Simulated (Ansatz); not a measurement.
Cost and result up the ladder for the cluster ZrO4H4 (the lowest singlet isomer of a short search) (9 atoms). The state is a singlet with charge 0. Geometry: PBE-D4/def2-SVP.

Cartesian coordinates in Å:
```
Zr -0.069 -0.115 0.191
O 1.328 1.103 -1.164
O -0.139 1.242 -1.340
O -1.781 0.043 1.050
O 0.360 -1.921 -0.327
H -2.657 0.111 1.451
H 0.272 -2.822 -0.667
H 1.580 1.966 -0.766
H 1.106 0.394 1.572
```

Ansatz on 4 threads of Arm Neoverse V1 on a shared host. Times are rough, and most runs start from the orbitals of an earlier one. ωB97M-V/def2-TZVP serves as the yardstick here, not as an exact answer. Differences are given only for rows in sets of like size (and for xTB, whose basis is part of the method), since another set adds its own error. Binding counts from free atoms at the same level (Zr triplet, O triplet, H doublet; other spins of the atoms weren't run), without zero-point energy or a counterpoise term.

In the def2 sets Zr takes a core potential; there is no spin–orbit coupling. LC-ωPBE has ω = 0.4 bohr⁻¹. HSE06 is defined as in plane-wave codes, on full-range PBE exchange. Correlated methods freeze 4 core orbitals; core or outer-core shells of Zr are correlated, in sets that lack core-valence functions. The structure holds one bond between oxygen atoms, so isomers without such links may lie far lower. The structure comes from a short search, and lower isomers may exist.

Correlated methods converge slowly with the basis.

| level | functions | binding energy per atom (eV) | difference from ωB97M-V/def2-TZVP (eV) | remarks |
| --- | --- | --- | --- | --- |
| PBE0-D4/def2-TZVP | 188 | 3.89 | -0.05 | – |
| PBE0-D4/def2-SVP | 107 | 3.93 | – | – |
| PBE0-D4/def2-TZVPD | 236 | 3.90 | -0.05 | – |
| BLYP-D4/def2-TZVP | 188 | 4.04 | 0.09 | – |
| LC-ωPBE/def2-TZVP | 188 | 3.94 | -0.01 | – |
| ωB97M-V/def2-TZVP | 188 | 3.94 | 0.00 | – |
| HSE06-D4/def2-TZVP | 188 | 3.90 | -0.05 | – |
| CAM-B3LYP-D4/def2-TZVP | 188 | 3.96 | 0.02 | – |
| CCSD(T)/def2-TZVP | 188 | 3.82 | -0.13 | test for broken spin undecided |

Problem. Estimate how long each takes.

Solution. PBE0-D4/def2-SVP 1.2 s; BLYP-D4/def2-TZVP 1.7 s; LC-ωPBE/def2-TZVP 2.1 s; PBE0-D4/def2-TZVP 2.3 s; HSE06-D4/def2-TZVP 2.4 s; CAM-B3LYP-D4/def2-TZVP 2.6 s; PBE0-D4/def2-TZVPD 3.3 s; ωB97M-V/def2-TZVP 8 s; CCSD(T)/def2-TZVP 1.8 min. On shared hardware such times vary by a factor of up to 3.
